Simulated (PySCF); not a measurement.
# GeCl₃: from structure and modes to constants

Method: UPBE/[Ge def2-SVP, Cl def2-SVP], no relativity, density fitting, PySCF.

The doublet minimum has C3v symmetry. Masses (u): Ge 73.92118, Cl 34.96885.

```xyz
4
charge 0 multiplicity 2, angstrom
Ge    0.0000    0.0000   -0.4455
Cl    2.0562    0.0000    0.3148
Cl   -1.0281    1.7808    0.3148
Cl   -1.0281   -1.7808    0.3148
```

Harmonic wavenumbers (cm⁻¹): 120.5 (e, ×2), 148.8 (a1, ×1), 357.3 (a1, ×1), 401.4 (e, ×2).

(1) Find the principal moments of inertia and the rotational constants. What kind of rotor is it?

(2) What is the harmonic zero-point energy?

## Answers

(1) About the centre of mass I = 246.85, 246.85, 443.56 u Å². With B = 16.8576/I this gives 0.06829, 0.06829, 0.03801 cm⁻¹. The molecule is an oblate symmetric top.

(2) Half the sum of all 6 wavenumbers, 1550/2 = 775 cm⁻¹, which is 9.3 kJ/mol (1 cm⁻¹ = 0.0119627 kJ/mol).

Only a few start shapes were tried, so a lower isomer may exist.
